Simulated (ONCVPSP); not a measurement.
# Sc (Z = 21): variants of one ONCV potential

Base potential:

* Element: Sc
* Generator: ONCVPSP 4.0.1
* Type: optimised norm-conserving Vanderbilt (ONCV)
* Functional: PBE
* Relativity: scalar-relativistic
* Frozen core: [Ne]
* Valence charge: 11
* Reference configuration: 3s2 3p6 3d1 4s2
* Partial waves: 3s+4s: rc 1.50 bohr, ncon 4, nbas 8, qcut 10.5 1/bohr, 2 projectors; 3p: rc 1.15 bohr, ncon 4, nbas 7, qcut 5.8 1/bohr, 2 projectors, debl 2.3 Ha; 3d: rc 2.10 bohr, ncon 3, nbas 8, qcut 6 1/bohr, 2 projectors, debl 1.9 Ha; f scattering state at 0.03 Ha: rc 2.30 bohr, ncon 4, nbas 8, qcut 4.7 1/bohr, 2 projectors, debl 2.9 Ha
* Local potential: polynomial inside 0.95 bohr (lpopt 5, dvloc0 4 Ha)
* Core correction: polynomial model core, fcfact 0.55

All-electron outer shells of the reference configuration (PBE, scalar-relativistic, ld1.x):

| shell | level (eV) | outermost node (bohr) | outermost maximum (bohr) |
| --- | --- | --- | --- |
| 2p | -388.26 | – | 0.23 |
| 3s | -55.04 | 0.42 | 0.92 |
| 3p | -33.63 | 0.39 | 0.97 |
| 4s | -4.18 | 1.33 | 3.14 |
| 3d | -3.23 | – | 1.10 |

Cutoffs, loose and tight: the cutoffs (Ha) at which the residual kinetic energy of the hardest occupied pseudo-wave falls to 1 and 0.1 mHa per electron. They do not see the model core or the augmentation charge, which bear on the density cutoff. Test errors are all-electron minus pseudo excitation energies from the reference, over the configurations 3s2 3p6 3d1 4s1; 3s2 3p6 3d1 4s0; 3s2 3p6 3d0 4s0; 3s2 3p6 3d1.5 4s1.5. A dash means not determined; rows that change the core or the reference have their own tests. The largest error is taken over the tests solved by every variant that gives reliable tests at all: 3s2 3p6 3d1 4s0; 3s2 3p6 3d1 4s1; 3s2 3p6 3d1.5 4s1.5.

```csv
change,outcome,"cutoff, loose","cutoff, tight",bound ghosts,GHOST(+) flags above zero,largest test error (meV)
base,generated,30 Ha,93 Ha,none,f,+15
"reference 3s2 3p6 3d1; wave 3s+4s: rc 1.50 bohr, ncon 4, nbas 8, qcut 10.5 1/bohr, 2 projectors becomes 3s: rc 1.50 bohr, ncon 4, nbas 8, qcut 10.5 1/bohr, 2 projectors, debl 4 Ha",generated,29 Ha,93 Ha,none,f,+253
s: qcut 13.4; p: qcut 7.4; d: qcut 7.7; f: qcut 6,"failed: ERROR pspot: first pseudo wave function has node, program will stop",–,–,–,–,–
"core correction polynomial model core, fcfact 0.2",generated,30 Ha,93 Ha,none,f,+15
f: qcut 5.4,generated,30 Ha,93 Ha,none,none,+15
"local potential polynomial inside 0.95 bohr (lpopt 5, dvloc0 -1 Ha)",generated,30 Ha,93 Ha,none,f,+15
"local potential polynomial inside 1.05 bohr (lpopt 3, dvloc0 4 Ha)",generated,30 Ha,93 Ha,none,f,+15
f: nbas 9,generated,30 Ha,93 Ha,none,none,+15
functional LDA (Perdew-Zunger),generated,29 Ha,90 Ha,none,f,+14
```
